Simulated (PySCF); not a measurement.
## Worked example: oscillator strength and radiative lifetime

H5NSiSn, SMILES [NH2][Sn][SiH3] (connectivity only; charge and spin as stated), neutral, multiplicity 1.

Geometry optimised at PBE0-D3(BJ)/def2-SVP. The def2 effective core potentials stand for the cores of Sn; spin–orbit coupling is left out. One conformer was computed; it need not be the lowest.

TDDFT-PBE0/def2-SVPD (PySCF 2.14.0) puts the first singlet state with f over 0.02 at 4.68 eV (vertical), with the transition dipole (-0.408, 0.356, 0.000) in atomic units.

### Question
Find the oscillator strength, the wavelength and the radiative lifetime that this transition would have in vacuum if emission retraced absorption.

### Answer

|μ|² = 0.2932 au, so |μ| = 1.38 D. ΔE = 4.68/27.211 = 0.1720 hartree. f = (2/3) ΔE |μ|² = 0.034 (the program prints 0.034).
λ = 1239.84/4.68 = 265 nm; ν = 37747 cm⁻¹.
Einstein's coefficient A = 0.6670 ν² f s⁻¹ (ν in cm⁻¹) = 3.2e7 s⁻¹, so τ = 1/A = 31 ns. This state is S2; the lower singlet has f = 0.007. The figure is the radiative limit of this one transition; relaxation, internal conversion, crossing to triplets and a medium change what is measured.
